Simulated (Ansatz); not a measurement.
Al3Sb3⁺ (the lowest doublet isomer of a short search). Charge 1, multiplicity 2. Geometry PBE0-D4/def2-SVP, basis def2-TZVP, Ansatz.

```
atom   x (Å)   y (Å)   z (Å)
 Al1   0.822  -1.486   0.277
 Al2   0.404   1.265   1.004
 Al3  -1.147   0.066  -1.150
 Sb4   0.175  -1.856  -2.160
 Sb5  -1.132   2.606  -0.608
 Sb6   0.878  -0.594   2.639
```

| run | HOMO (eV) | LUMO (eV) |
| --- | --- | --- |
| A | -8.96 | -8.43 |
| B | -9.19 | -8.48 |
| C | -9.03 | -8.62 |
| D | -8.81 | -8.47 |
| E | -9.64 | -8.02 |

In the def2 sets Sb takes a core potential; there is no spin–orbit coupling. The structure comes from a short search, and lower isomers may exist.

HOMO and LUMO are taken over both spins.

Task: The runs used B97M-V, BLYP, PBE, PBE0, r2SCAN. Estimate which is which.

Result: A B97M-V (0 % exact exchange); B r2SCAN (0 % exact exchange); C PBE (0 % exact exchange); D BLYP (0 % exact exchange); E PBE0 (25 % exact exchange). Exact exchange lowers occupied and raises empty levels; among semilocal functionals meta-GGAs tend to open the gap a little, and such runs are hard to tell apart. The gap grows from 0.34 eV (BLYP) to 1.63 eV (PBE0). At r2SCAN-D4/def2-TZVP, PBE0-D4/def2-TZVP the charge 1 doublet is spin-contaminated (final ⟨S²⟩ up to 0.96, 0.75 for a pure state).
